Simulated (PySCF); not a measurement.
C₈H₁₈N₂.
Bonds: C1–C2, C2–C3, C3–C4, C3–C5, C3–N6, N6–N7, N7–C8, C8–C9, C9–C10, C8–C10. Hydrogens: H11, H12, H13 on C1; H14, H15 on C2; H16, H17, H18 on C4; H19, H20, H21 on C5; H22 on N6; H23 on N7; H24 on C8; H25, H26 on C9; H27, H28 on C10.

All values: PBE0/pcSseg-1 (PySCF, non-relativistic), on one gas-phase PBE0-D3(BJ)/def2-SVP geometry that isn't relaxed in the solvent. The solvent is an IEF-PCM continuum (cavity from Bondi-type radii × 1.2). The model holds no explicit solvent molecules, cavitation or dispersion.

Gas phase at PBE0/pcSseg-1: HOMO -6.20 eV, LUMO 1.20 eV, dipole 1.33 D.

**Question.** What does the continuum do to the energy, the frontier levels and the dipole at PBE0/pcSseg-1 in methanol and dimethylsulfoxide?

**Answer.** 
```tsv
solvent	ε	E(solvent) − E(gas) (kcal/mol)	polarisation term (kcal/mol)	distortion of the solute (kcal/mol)	HOMO (eV)	LUMO (eV)	dipole (D)
methanol	32.61	-5.49	-6.39	0.90	-6.20	1.50	2.13
dimethylsulfoxide	46.83	-5.60	-6.55	0.95	-6.20	1.50	2.15
```

The polarisation term is half the interaction of the solute with the surface charges that it induces; the rest is the cost of distorting the solute's density. The sum is the electrostatic part of solvation alone. From methanol to dimethylsulfoxide the lowering changes by a factor 1.02, Onsager's factor (ε − 1)/(2ε + 1) by 1.01 and ε itself by 1.4.

**Question.** Which radius a makes the point-dipole formula ΔE = −[(ε − 1)/(2ε + 1)]·μ²/a³ give the value in dimethylsulfoxide, with the gas-phase dipole?

**Answer.** μ = 0.525 au and |ΔE| = 0.00892 Eh give a = 1.30 Å; the farthest nucleus lies 4.57 Å from the centroid of the nuclei, so such a sphere wouldn't even hold the nuclei. The formula assumes a rigid point dipole at the centre of a sphere.

**Question.** Which Hirshfeld charges (PBE0/pcSseg-1) respond most in dimethylsulfoxide (means over atoms taken as equivalent)?

**Answer.** 
```
  atoms                   environment  gas (e)  solvent (e)  change
    H23                  N–H hydrogen   +0.100       +0.113  +0.013
     N6            hydrazine nitrogen   -0.111       -0.121  -0.010
    H22                  N–H hydrogen   +0.093       +0.103  +0.010
     N7            hydrazine nitrogen   -0.102       -0.110  -0.008
     C8  sp3 carbon bound to nitrogen   -0.005       -0.013  -0.008
H14/H15            methylene hydrogen   +0.028       +0.021  -0.007
```

Shape of the structure used: `[CH3:1][CH2:2][C:3]([CH3:4])([CH3:5])[NH:6][NH:7][CH:8]1[CH2:9][CH2:10]1`: C1–C2–C3–C4 54°, C2–C3–N6–N7 -67°, C3–N6–N7–C8 150°, N6–N7–C8–C9 81°.
